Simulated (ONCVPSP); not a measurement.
# Cutoff test, boron, ONCV

B (Z = 5), optimised norm-conserving Vanderbilt (ONCV), made with ONCVPSP 4.0.1 (PBE, scalar-relativistic). Core [He], reference 2s2 2p1. Waves: 2s: rc 1.35 bohr, ncon 4, nbas 9, qcut 5.6 1/bohr, 3 projectors, debl 2.5 Ha; 2p: rc 3.65 bohr, ncon 5, nbas 8, qcut 4.2 1/bohr, 2 projectors, debl 2.2 Ha. Local part: polynomial inside 1.25 bohr (lpopt 5, dvloc0 2 Ha). Core correction: polynomial model core, fcfact 0.15.

For each optimised wave give the share of its norm inside rc, the residual kinetic energy above qcut (Ha) and the cutoffs (Ha) for errors of 10, 1, 0.1 and 0.01 mHa per electron.

```csv
wave,norm inside rc,residual KE,10 mHa,1 mHa,0.1 mHa,0.01 mHa
2s,0.258,9.8e-05,7.0,11.7,15.9,73.6
s projector 2,0.100,3.7e-04,9.3,13.9,26.3,122.4
s projector 3,0.066,2.9e-03,12.8,35.3,187.6,217.7
2p,0.866,4.8e-07,3.9,5.5,6.7,7.7
p projector 2,0.245,1.9e-04,6.5,8.0,10.4,18.9
```

The occupied waves need 12 Ha and 16 Ha for 1 and 0.1 mHa. Its largest configuration-test error is +405 meV.
